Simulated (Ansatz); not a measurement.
A structure relaxed at PBE0-D4/def2-SVP in Ansatz, charge 0, singlet:

```xyz
6

B    -0.7485    0.7739   -0.1502
B     0.3814   -1.0176   -0.0280
B     0.7030    0.4667    0.3412
F    -1.9496    0.7495   -0.6038
F     1.7461    1.1592    0.8479
F    -0.1323   -2.1317   -0.4072
```

Give its formula and point group.

the cluster B₃F₃. Point group C2v (tolerance 0.1 Å).

Summarise the bond lengths by kind (pairs closer than 1.2 times the sum of covalent radii, bridged metal pairs left out).

3 × B–F 1.28 to 1.35 Å; 2 × B–B 1.56 Å.

The restricted singlet is unstable towards broken spin symmetry in Hartree–Fock (as tested in another run); at PBE0-D4/def2-SVP this wasn't settled. The structure comes from a short search, and lower isomers may exist.
